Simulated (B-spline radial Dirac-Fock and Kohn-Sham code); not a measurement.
**Os³⁺: non-radiative channels of the N3 vacancy**

System: Os³⁺, configuration [Xe] 4f14 5d5, inside a Watson sphere of charge -3 and radius 2 Å (a model of the Madelung potential; inside it an electron's potential energy is raised by 21.6 eV).

Method: independent-particle radiative and Coulomb Auger rates from relativistic LDA hole-state orbitals, with Dirac-Fock energies. Computed with a B-spline atomic structure program. Kinetic energies are configuration averages from the vacuum level; the two-hole energies are estimated from single-hole states.

```
transition  kinetic energy (eV)  width (meV)  share (%)
   N3-N5O1                59.89          790        8.3
   N3-N5N6                93.66         1520       16.0
   N3-N4O3                95.99          397        4.2
   N3-N5O2                97.16          802        8.4
   N3-N5N7                98.16         1760       18.5
   N3-N5O3                110.6         1060       11.2
   N3-N5O4                159.7          343        3.6
   N3-N5O5                161.1          405        4.3
   N3-N6O3                340.3          368        3.9
   N3-N7O3                343.1          447        4.7
```

Coster-Kronig rates are the weakest part of this model and often come out 1.5 to 2.5 times too large. Super-Coster-Kronig decay this fast strains the one-particle picture, and such widths tend to come out too large. The listed channels hold 83 % of the non-radiative rate. Summed by principal shells, of 9.49 eV in all: NNO 56.7 %, NNN 41.7 %, NOO 1.6 %.
